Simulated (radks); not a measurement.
The numbers below are computed, except where a source is named.
The scandium ion Sc2+ inside a hard spherical wall (all orbitals vanish at R), configuration held at [Ar] 3d1 and not refilled when levels cross. Code: a radial shooting solver on a logarithmic mesh with Libxc functionals. Model: non-relativistic Kohn-Sham, PBE, spin-polarised, spherical densities, point nucleus; open shells are filled with parallel spins first. Eigenvalues in eV for spin up, with the zero of energy where the potential of the charges vanishes at infinity; a dash marks a level that is unbound or too diffuse for the functional's potential to be trusted. A positive occupied level is held by the wall or, in an anion where self-interaction has pushed it up, behind a barrier. The pressure on the wall is -dE/dV.

| R (bohr) | E (hartree) | kinetic (hartree) | e(2p) | e(3s) | e(3p) | e(3d) | e(4s, empty) | e(4p, empty) | pressure (GPa) |
|---|---|---|---|---|---|---|---|---|---|
| free | -759.67442 | 758.977 | -403.22 | -70.159 | -49.305 | -18.422 | -16.054 | -11.977 | 0 |
| 10 | -759.67442 | 758.977 | -403.22 | -70.159 | -49.305 | -18.422 | -16.054 | -11.972 | < 0.0001 |
| 8 | -759.67441 | 758.977 | -403.22 | -70.157 | -49.303 | -18.421 | -16.037 | -11.899 | 0.000946 |
| 7 | -759.67433 | 758.978 | -403.21 | -70.150 | -49.297 | -18.413 | -15.970 | -11.704 | 0.00801 |
| 3 | -759.49091 | 760.143 | -398.99 | -67.268 | -46.302 | -13.802 | 6.699 | 16.920 | 118 |
| 2.5 | -759.00161 | 762.855 | -392.49 | -62.906 | -41.470 | -7.405 | 32.906 | 45.308 | 685 |
| 2 | -756.92142 | 772.222 | -374.96 | -49.659 | -26.788 | 9.631 | 98.302 | 111.83 | 4690 |
